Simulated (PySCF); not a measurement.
Simulated C 1s region for `CCCCC[SiH3]`, binding energy against the vacuum level.

Every computed line was given a Gaussian of 0.4 eV full width at half maximum and an area set by the number of equivalent atoms; the highest printed point is 100. The calculation used delta-SCF UKS SCAN, pcX-2 on the ionised atom, pcseg-1 elsewhere, spin-free X2C (PySCF 2.14.0).

binding energy (eV), intensity and a bar:
```
    289.6          0 
    289.7          2 
    289.8          6 ##
    289.9         15 ####
    290.0         28 ########
    290.1         43 #############
    290.2         61 ##################
    290.3         82 #########################
    290.4        100 ##############################
    290.5        100 ##############################
    290.6         76 #######################
    290.7         43 #############
    290.8         18 #####
    290.9          5 ##
    291.0          1 
    291.1          0
```

Problem. How many maxima does the curve show, and how many computed lines lie under it?

Solution. The curve has 1 maximum (at 290.4 eV). Under it lie 5 lines from 5 inequivalent carbon sites. At this width some lines have no maximum of their own.

Problem. Decompose the envelope and assign each component. Numbering: `[CH3:1][CH2:2][CH2:3][CH2:4][CH2:5][SiH3:6]`.

Solution. 
```
position (eV)  relative area  line  atoms                  environment
       290.10              1  C 1s     C5  sp3 carbon bound to silicon
       290.33              1  C 1s     C3             chain CH2 carbon
       290.47              1  C 1s     C2             chain CH2 carbon
       290.50              1  C 1s     C4             chain CH2 carbon
       290.52              1  C 1s     C1                methyl carbon
```

Problem. What are the centre and the root-mean-square width of the whole band?

Solution. The area-weighted mean of the lines is 290.39 eV. Their own spread about it is 0.16 eV (rms) and each Gaussian has σ = 0.4/2.355 = 0.17 eV; the variances add, which gives 0.23 eV.

Lowest listed C 1s: C5, bonded to C, 2 H and Si. Highest, 0.42 eV above it: C1, bonded to C and 3 H. The widest gap between neighbouring values is 0.23 eV, between 290.10 and 290.33 eV. The values 290.47, 290.50 and 290.52 eV lie too close for their order to be trusted.

The curve has no shake-up lines and no vibrational structure. The structure is a single PBE0-D3(BJ)/def2-SVP conformer in the gas phase; no vibrational or solvent corrections.

Conformer computed: `[CH3:1][CH2:2][CH2:3][CH2:4][CH2:5][SiH3:6]`: C1–C2–C3–C4 180°, C2–C3–C4–C5 180°, C3–C4–C5–Si6 180°.
